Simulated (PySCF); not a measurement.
## Nuclear quadrupole coupling in `C=C1C=C/C1=C/CN`

Species: C7H9N.
Geometry (GFN2-xTB, Å), atoms numbered from 1 in this order:
```xyz
17
C7H9N angstrom
C     -1.298   -1.704    0.747
C     -1.408   -0.447    0.355
C     -2.485    0.558    0.385
C     -1.703    1.510   -0.167
C     -0.544    0.607   -0.271
C      0.688    0.722   -0.747
C      1.740   -0.350   -0.718
N      2.772   -0.115    0.288
H     -2.134   -2.216    1.194
H     -0.388   -2.269    0.643
H     -3.502    0.521    0.727
H     -1.848    2.538   -0.442
H      1.007    1.681   -1.141
H      2.240   -0.402   -1.691
H      1.290   -1.320   -0.510
H      2.350   -0.088    1.211
H      3.214    0.786    0.128
```

Field gradients from the B3LYP/pcJ-1 density (PySCF, non-relativistic), principal values in atomic units, ordered |Vxx| ≤ |Vyy| ≤ |Vzz|:

```csv
atom,Vxx,Vyy,Vzz
N8,0.5038,0.6575,-1.1614
```

Task: Find the asymmetry η = (Vxx − Vyy)/Vzz and the couplings χ = eQV/h (234.96 MHz × Q in barn × V in au), with Q(14N) = 0.02044 b.

Result: 
```json
{"atom": "N8", "environment": "primary amine nitrogen", "nucleus": "14N", "η": "0.13", "χzz (MHz)": "-5.58", "χxx (MHz)": "2.42", "χyy (MHz)": "3.16"}
```

Task: What is Vzz at N8 in SI units (1 au = 9.71736 × 10²¹ V/m²)?

Result: -1.1614 au = -11.285 × 10²¹ V/m².

Were the hydrogens deuterons (Q(2H) = 0.00286 b), χzz would run from 192 kHz (H14) to 257 kHz (H17).

One conformer (not necessarily the lowest) at the GFN2-xTB geometry, without solvent, vibrations or thermal averaging. GFN2-xTB bond lengths can be off by several hundredths of an ångström, more for odd bonds, and the gradients follow them. These gradients aren't converged with respect to the basis.

The run behind these numbers computed spin–spin couplings as well. The run took 2.8 min on one thread, Arm Neoverse N1 (aarch64), shared host, and the process peaked at 1.2 GiB of memory.
